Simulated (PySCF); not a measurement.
Gas-phase equilibrium of 1 mol GeF₄, 27 mol H₂ at 1400 K and 0.00133 bar, among 16 species (GeH₄, Ge₂H₆, F₂, GeF₂, GeF₃, F, H, GeH₃F, GeHF₃, HF, H₂, Ge₃H₈, GeH₃, GeH₂F₂, GeH₂, GeF₄). Only gases are allowed; each row takes one source of thermochemistry for all species, and Cantera finds the minimum.

Method: PySCF energies plus ideal-gas RRHO corrections (1 bar). † marks an energy on the PBE0/def2-TZVP geometry and frequencies; other levels use their own. 6-31G* has spherical d functions here. Open shells (unrestricted) among the columns below: F (multiplicity 2, electronic degeneracy 6), H (multiplicity 2); the rest are closed-shell singlets. Spin-orbit splitting is ignored; it lowers the true energy and changes the entropy of F. B3LYP is the form with VWN-RPA correlation. Ge: all electrons, no relativistic terms. GeH₂: computed as isolated molecules; such fragments, hydroxides, amides, oligomers or adducts are transient or little studied in the gas. The harmonic model lacks anharmonicity and excited electronic states, which grow with temperature; levels with a mode under 35 cm⁻¹ are left out.

Molecules larger than those listed are left out, and so are free Ge atoms, whose spin-orbit terms are large. Also missing: (HF)n, which can matter at low temperature or high pressure. Table species left out: H2F2, H3F3, H4F4.

With B3LYP/6-31G* thermochemistry: H₂ 0.90, HF 0.069, GeF₂ 0.034, H 0.00013, F 1.6e-8, GeH₂ 1.4e-10.

**Question.** How far does the composition move with the other sources (HF/def2-TZVP†, PBE/def2-SVP, PBE/def2-TZVP†, PBE0/def2-QZVP†, ωB97X-V/def2-TZVP†)?

**Answer.** 
```json
[
 {"thermochemistry": "B3LYP/6-31G*", "x H₂": "0.90", "x HF": "0.069", "x GeF₂": "0.034", "x H": "0.00013", "x F": "1.6e-8", "x GeH₂": "1.4e-10"},
 {"thermochemistry": "HF/def2-TZVP†", "x H₂": "0.88", "x HF": "0.068", "x GeF₂": "0.034", "x H": "0.014", "x F": "1.9e-5", "x GeH₂": "9.7e-7"},
 {"thermochemistry": "PBE/def2-SVP", "x H₂": "0.90", "x HF": "0.069", "x GeF₂": "0.034", "x H": "0.00043", "x F": "3.0e-10", "x GeH₂": "6.7e-9"},
 {"thermochemistry": "PBE/def2-TZVP†", "x H₂": "0.90", "x HF": "0.069", "x GeF₂": "0.034", "x H": "0.00032", "x F": "1.0e-10", "x GeH₂": "3.2e-8"},
 {"thermochemistry": "PBE0/def2-QZVP†", "x H₂": "0.90", "x HF": "0.069", "x GeF₂": "0.034", "x H": "0.00033", "x F": "2.8e-10", "x GeH₂": "5.6e-7"},
 {"thermochemistry": "ωB97X-V/def2-TZVP†", "x H₂": "0.90", "x HF": "0.069", "x GeF₂": "0.034", "x H": "0.00019", "x F": "5.4e-10", "x GeH₂": "3.7e-8"}
]
```
The most sensitive of these is F: it spans a factor of 10^5.3 over these rows; at this temperature one factor of ten is RT ln 10 = 27 kJ/mol.
